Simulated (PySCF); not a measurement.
Estimate the missing entries of this data sheet.

Compound: trifluorosilylphosphinidene F3Si-P, F₃PSi (triplet state).
SMILES: `F[Si](F)(F)[P]`

```json
{"property": "point group", "level": "PBE0-D3(BJ)/def2-SVP", "value": "C3v"}
{"property": "rotational constants A, B, C", "level": "PBE0-D3(BJ)/def2-SVP", "value": "?"}
{"property": "dipole moment", "level": "PBE0-D3(BJ)/def2-SVP", "value": "?"}
{"property": "isotropic g value", "level": "unrestricted B3LYP/IGLO-III, mean-field spin–orbit", "value": "?"}
{"property": "spin squared ⟨S²⟩", "level": "unrestricted B3LYP/IGLO-III", "value": "?"}
{"property": "largest isotropic hyperfine couplings (means over sets of like nuclei)", "level": "unrestricted B3LYP/IGLO-III, mean-field spin–orbit", "value": "?"}
{"property": "zero-field splitting D", "level": "unrestricted B3LYP/IGLO-III, mean-field spin–orbit", "value": "4.649 cm⁻¹"}
```

Gas-phase values; electronic properties from PySCF, density fitting. Geometry: PBE0-D3(BJ)/def2-SVP; no solvent, vibrations or thermal averaging.

Problem. What is the spin squared ⟨S²⟩?

Solution. 2.005.

Problem. The largest isotropic hyperfine couplings (means over sets of like nuclei)?

Solution. 31P +56.0, 29Si +35.1, 19F +16.9 (×3) MHz.

Problem. What is the dipole moment?

Solution. 1.50 D.

Problem. The isotropic g value?

Solution. 2.00592.

Problem. Give the rotational constants A, B, C.

Solution. 3.992, 2.231, 2.228 GHz.

The rotational constants are those of a prolate symmetric top; the small spread among constants that symmetry makes equal is optimisation noise. Point group C3v permits a dipole; with 1.50 D the species has a pure rotational spectrum. In atomic units the dipole is 0.59 e·bohr (1 au = 2.5417 D).

For the EPR job (B3LYP), time: 26 s of wall time (grids of density and orbitals included); peak memory 0.63 GiB. Hardware: one thread of an Arm Neoverse V2, no GPU, on a shared host.
